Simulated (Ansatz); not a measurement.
Two structures of Si2NH7S, closed shell, reached by relaxing down either side of one saddle point (PBE0-D4/def2-TZVP). Energies are electronic, without zero-point energy. Program: Ansatz 0.2.0. Basis: def2-TZVPP and def2-QZVPP. Cores are frozen in the correlated methods. Extrapolation: Hartree–Fock as exp(−7.88 √X), correlation as X^−2.97. First:

```xyz
11
angstrom
Si -0.0482 0.3657 -0.4772
N 1.2330 1.2260 0.2735
S 0.4722 -1.0290 -2.0357
H 0.9054 -0.0960 -2.9010
H -0.9278 1.4103 -1.0630
Si -1.1283 -0.9519 1.1278
H 1.5941 2.0635 -0.1551
H 1.9591 0.7295 0.7652
H -0.1156 -1.7587 1.8641
H -2.1064 -1.8769 0.4972
H -1.8376 -0.0825 2.1042
```

Second:

```json
{"atom": "Si1", "x (Å)": "-0.3637", "y (Å)": "0.0227", "z (Å)": "-0.9515"}
{"atom": "N2", "x (Å)": "1.2972", "y (Å)": "0.8925", "z (Å)": "-0.3405"}
{"atom": "S3", "x (Å)": "0.2152", "y (Å)": "-1.1706", "z (Å)": "-2.4253"}
{"atom": "H4", "x (Å)": "1.7083", "y (Å)": "1.3123", "z (Å)": "-1.1721"}
{"atom": "H5", "x (Å)": "-1.0841", "y (Å)": "1.3153", "z (Å)": "-1.1898"}
{"atom": "Si6", "x (Å)": "-1.1096", "y (Å)": "-0.8775", "z (Å)": "1.0878"}
{"atom": "H7", "x (Å)": "1.2105", "y (Å)": "1.5962", "z (Å)": "0.3897"}
{"atom": "H8", "x (Å)": "1.9340", "y (Å)": "0.1598", "z (Å)": "-0.0360"}
{"atom": "H9", "x (Å)": "-0.1196", "y (Å)": "-1.8710", "z (Å)": "1.5910"}
{"atom": "H10", "x (Å)": "-2.4214", "y (Å)": "-1.5497", "z (Å)": "0.9031"}
{"atom": "H11", "x (Å)": "-1.2669", "y (Å)": "0.1701", "z (Å)": "2.1436"}
```

Question: Which bonds change from the first to the second?

Answer: Si₂NH₇S ([NH2][SiH]([SiH3])[SH]) → Si₂H₄S ([SiH3][SiH][S]) + NH₃ (still joined by a long Si–N bond); bonds formed: N2–H4; bonds broken: S3–H4; bonds weakened to dative contacts: Si1–N2.

Question: Give the saddle point's structure and its height above each. (An estimate is asked for; the value comes from the calculation.)

Answer: Computed: 28.01 kcal/mol above the first and 16.71 kcal/mol above the second (CCSD(T) at an estimated basis limit (MP2 extrapolated from triple and quadruple zeta, plus CCSD(T) − MP2 in triple zeta)).
```json
{"atom": "Si1", "x (Å)": "-0.3384", "y (Å)": "0.2811", "z (Å)": "-0.7018"}
{"atom": "N2", "x (Å)": "1.3412", "y (Å)": "0.9370", "z (Å)": "-0.3301"}
{"atom": "S3", "x (Å)": "0.4197", "y (Å)": "-0.7425", "z (Å)": "-2.3276"}
{"atom": "H4", "x (Å)": "1.4783", "y (Å)": "0.2002", "z (Å)": "-1.4403"}
{"atom": "H5", "x (Å)": "-1.1826", "y (Å)": "1.4877", "z (Å)": "-0.9361"}
{"atom": "Si6", "x (Å)": "-1.1369", "y (Å)": "-0.9574", "z (Å)": "1.1183"}
{"atom": "H7", "x (Å)": "1.4916", "y (Å)": "1.9373", "z (Å)": "-0.4002"}
{"atom": "H8", "x (Å)": "1.8321", "y (Å)": "0.5698", "z (Å)": "0.4769"}
{"atom": "H9", "x (Å)": "-0.0505", "y (Å)": "-1.8555", "z (Å)": "1.5974"}
{"atom": "H10", "x (Å)": "-2.3000", "y (Å)": "-1.7808", "z (Å)": "0.6974"}
{"atom": "H11", "x (Å)": "-1.5544", "y (Å)": "-0.0769", "z (Å)": "2.2460"}
```

T1 diagnostic: at most 0.014.

Labels in which every atom is bracketed show which atoms are joined, not bond orders.

For scale, one of the runs: CCSD(T)/def2-TZVPP, 255 basis functions, launched by `ansatz run in.yaml --threads 4 --pin off --events-out ev --progress --plain --max-ram 9574MiB`. Time: 100 s of wall clock on 4 CPU threads of an Arm Neoverse V2; the host was shared. Peak host memory: 5.1 GiB.
